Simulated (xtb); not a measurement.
xtb input (GFN2-xTB):

```bash
xtb mol.xyz --gfn 2 --ohess tight --chrg -1 --uhf 0
```
mol.xyz:
```
13

Si     2.21546831    -0.33941267     0.12121627
C      0.34001117     0.02835552     0.03755543
C     -0.52469401     0.60104718     0.96839998
C     -1.94956911     0.43846554     0.48928331
C     -1.84098098    -0.23012003    -0.79580794
C     -0.55839817    -0.49561075    -1.04769488
H      2.57542870     0.31667992    -1.23178974
H      2.61866775     0.86189992     1.05440855
H     -0.29886707     1.11898195     1.89363985
H     -2.62514931    -0.08439360     1.19221912
H     -2.49965796     1.42187718     0.40264290
H     -2.65618686    -0.49858423    -1.49216383
H     -0.10829667    -0.98194892    -1.90973552
```

End of the output:

```
       2    196.94    -0.64445 ( 99.59%)    -0.65032 (  0.41%)    -0.64448
       3    222.69    -0.57754 ( 99.75%)    -0.61393 (  0.25%)    -0.57764
   ------------------------------------------------------------------------

   temp. (K)  partition function   enthalpy   heat capacity  entropy
                                   cal/mol     cal/K/mol   cal/K/mol   J/K/mol
 298.15  VIB   9.47                 2297.484     18.679     12.174
         ROT  0.174E+06              888.752      2.981     26.959
         INT  0.165E+07             3186.237     21.660     39.133
         TR   0.899E+27             1481.254      4.968     39.553
         TOT                        4667.4908    26.6280    78.6862   329.2229

       T/K    H(0)-H(T)+PV         H(T)/Eh          T*S/Eh         G(T)/Eh
   ------------------------------------------------------------------------
    298.15    0.743812E-02    0.101168E+00    0.373863E-01    0.637813E-01
   ------------------------------------------------------------------------

         :::::::::::::::::::::::::::::::::::::::::::::::::::::
         ::                  THERMODYNAMIC                  ::
         :::::::::::::::::::::::::::::::::::::::::::::::::::::
         :: total free energy         -16.012077313928 Eh   ::
         ::.................................................::
         :: total energy              -16.075858662200 Eh   ::
         :: zero point energy           0.093729566085 Eh   ::
         :: G(RRHO) w/o ZPVE           -0.029948217813 Eh   ::
         :: G(RRHO) contrib.            0.063781348272 Eh   ::
         :::::::::::::::::::::::::::::::::::::::::::::::::::::

optimized geometry written to: xtbopt.xyz

           -------------------------------------------------
          | TOTAL ENERGY              -16.075858662200 Eh   |
Note: The following floating-point exceptions are signalling: IEEE_UNDERFLOW_FLAG IEEE_DENORMAL
normal termination of xtb
          | TOTAL ENTHALPY            -15.974690976109 Eh   |
          | TOTAL FREE ENERGY         -16.012077313928 Eh   |
          | GRADIENT NORM               0.000210792167 Eh/α |
          | HOMO-LUMO GAP               0.944519032645 eV   |
           -------------------------------------------------

------------------------------------------------------------------------
------------------------------------------------------------------------
 total:
 SCF:
 ANC optimizer:
 analytical hessian:
```

It need not be the lowest isomer of its formula. Whether it binds its extra electron was not tested at this geometry.
